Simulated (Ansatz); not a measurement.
Start from `O[Si](F)(F)CCl` and change one atom or group to get `O[Si](F)(F)[SiH3]`.

Ansatz, PBE0-D4/def2-TZVP geometries, multiplicity 1. Each molecule was computed in one conformer, which needn't be the lowest.

```json
{"property": "HOMO energy (ωB97M-V/def2-TZVPP) / eV", "`O[Si](F)(F)CCl`": "-11.00"}
{"property": "HOMO–LUMO gap (PBE/def2-TZVPP) / eV", "`O[Si](F)(F)CCl`": "6.13"}
{"property": "LUMO energy (B3LYP/def2-TZVPP) / eV", "`O[Si](F)(F)CCl`": "-0.37"}
{"property": "HOMO–LUMO gap (B3LYP/def2-TZVPP) / eV", "`O[Si](F)(F)CCl`": "8.11"}
{"property": "LUMO energy (PBE0/def2-TZVPP) / eV", "`O[Si](F)(F)CCl`": "-0.09"}
{"property": "ideal-gas entropy at 298 K and 1 bar (rigid rotor, harmonic PBE0-D4/def2-TZVP) / J/(mol·K)", "`O[Si](F)(F)CCl`": "364"}
```

Task: What does the change do to each property? (Estimate.)

Result: Ansatz gave: 
| property | `O[Si](F)(F)[SiH3]` | shift |
| --- | --- | --- |
| HOMO energy (ωB97M-V/def2-TZVPP) / eV | -11.13 | -0.13 |
| HOMO–LUMO gap (PBE/def2-TZVPP) / eV | 6.87 | 0.74 |
| LUMO energy (B3LYP/def2-TZVPP) / eV | -0.24 | 0.13 |
| HOMO–LUMO gap (B3LYP/def2-TZVPP) / eV | 8.60 | 0.49 |
| LUMO energy (PBE0/def2-TZVPP) / eV | -0.01 | 0.08 |
| ideal-gas entropy at 298 K and 1 bar (rigid rotor, harmonic PBE0-D4/def2-TZVP) / J/(mol·K) | 361 | -3 |

With PBE0 the HOMO falls by 0.31 eV and the LUMO rises by 0.08 eV, so the gap widens by about 0.39 eV. PBE moves the HOMO by -0.47 eV and ωB97M-V by -0.13 eV.

B3LYP here is the variant with VWN-RPA as its local correlation; programs differ in this.
